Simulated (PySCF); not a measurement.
Polarisability and C₆ of Sr+ (strontium, charge +1)

[Kr] 4d1, 2D determinant (an excited configuration). Calculation: PySCF 2.14, in aug-cc-pwCVTZ-X2C (10s9p7d3f, 93 functions); scalar relativity by spin-free X2C-1e. Coupled (time-dependent) response in atomic units; α is the mean over directions.

| method | mean α (bohr³) | α xx, yy, zz | C₆ (like pair) | S(−4) |
| --- | --- | --- | --- | --- |
| UHF | 87.84 | 123.8, 123.8, 15.90 | 357.9 | 59070 |
| PBE | 83.29 | 116.4, 116.4, 16.99 | 368.3 | 40100 |

S(−4) is the Cauchy moment in α(ω) = α(0) + S(−4) ω² + …

Spin-orbit coupling is absent.

α(iu) at UHF:

```json
{"u (hartree)": "0", "α(iu) (bohr³)": "87.84"}
{"u (hartree)": "0.0500", "α(iu) (bohr³)": "40.60"}
{"u (hartree)": "0.100", "α(iu) (bohr³)": "24.67"}
{"u (hartree)": "0.200", "α(iu) (bohr³)": "16.04"}
{"u (hartree)": "0.300", "α(iu) (bohr³)": "12.12"}
{"u (hartree)": "0.500", "α(iu) (bohr³)": "8.108"}
{"u (hartree)": "0.750", "α(iu) (bohr³)": "5.646"}
{"u (hartree)": "1.00", "α(iu) (bohr³)": "4.191"}
{"u (hartree)": "1.50", "α(iu) (bohr³)": "2.534"}
{"u (hartree)": "2.00", "α(iu) (bohr³)": "1.670"}
{"u (hartree)": "3.00", "α(iu) (bohr³)": "0.8676"}
{"u (hartree)": "5.00", "α(iu) (bohr³)": "0.3558"}
```

A single London oscillator, α(iu) = α/(1 + u²/ω²), gives C₆ = (3/4) ω α². Matching the computed C₆ needs ω = 4 × 357.9 / (3 × 87.84²) = 0.0618 hartree.

For an ion, C₆ is the dispersion term alone; charge-induced terms of lower order in 1/R come first.

The components differ because the open shell of this determinant is not spherical; for a pure term their mean is the scalar polarisability.
